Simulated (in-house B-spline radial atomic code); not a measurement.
Orbital energies and mean radii along the 12-electron series, configuration [Ne] 3s2. The effective charge is n√(-2ε), a non-relativistic measure. Computed with a radial B-spline atomic code at the basis-set limit: non-relativistic Hartree-Fock, average of the configuration, point nuclei.

This level leaves out relativity, spin-orbit splitting included, which matters for heavy ions.

```csv
ion,Z,energy of 2s (Eh),mean radius of 2s (bohr),energy of 1s (Eh),mean radius of 1s (bohr),effective charge of 2s
Pr47+,59,-345.59,0.10778,-1593.7,0.02571,52.581
Nd48+,60,-358.87,0.10588,-1650.58,0.025277,53.581
Pm49+,61,-372.4,0.10404,-1708.46,0.024859,54.582
Sm50+,62,-386.18,0.10227,-1767.33,0.024454,55.583
Eu51+,63,-400.21,0.10055,-1827.21,0.024062,56.584
Gd52+,64,-414.49,0.098896,-1888.09,0.023682,57.584
Tb53+,65,-429.02,0.097293,-1949.96,0.023314,58.585
Dy54+,66,-443.8,0.09574,-2012.84,0.022957,59.585
```

(1) How does the screening of 2s change?

## Answers

(1) Z less the effective charge goes from 6.42 at Z = 59 to 6.41 at Z = 66.
